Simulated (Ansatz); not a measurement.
`CNC(C)=O` + `CBBO` → `CBBOC` + `CNC=O`  (substitution at a C–C bond)

Program: Ansatz. Geometries: PBE0-D4/def2-TZVP. ΔE: electronic, gas phase. CCSD(T)/CBS adds triple-zeta CCSD(T) − MP2 to the extrapolated MP2 energy (def2 sets, frozen cores). DFT in def2-TZVPP. Each species was taken in one conformer, which may not be the lowest.

Task: Is it downhill or uphill in electronic energy at CCSD(T)/CBS, and by how much? (Estimate.)

Result: Ansatz gave: Uphill: ΔE = +0.76 eV.

Task: What do these levels give: PBE-D4, r2SCAN-D4, PBE0-D4, ωB97X-V, ωB97M-V, HF/def2-TZVPP, SCS-MP2/def2-TZVPP, CCSD/def2-TZVPP, CCSD(T)/def2-TZVPP, HF/def2-QZVPP, MP2/def2-QZVPP, CCSD/CBS(def2)? (An estimate is asked.)

Result: Computed: PBE-D4 0.71, r2SCAN-D4 0.75, PBE0-D4 0.75, ωB97X-V 0.73, ωB97M-V 0.75, HF/def2-TZVPP 0.70, SCS-MP2/def2-TZVPP 0.72, CCSD/def2-TZVPP 0.74, CCSD(T)/def2-TZVPP 0.73, HF/def2-QZVPP 0.69, MP2/def2-QZVPP 0.80, CCSD/CBS(def2) 0.76 eV.

Largest T1 diagnostic among the species: 0.015.

From PBE to PBE0 (25 % exact exchange), in def2-TZVPP and without D4, ΔE moves by +0.04 eV. In def2-TZVPP, CCSD(T) changes the Hartree–Fock value by +0.04 eV (the triples alone add −0.00 eV) and MP2 by +0.09 eV.
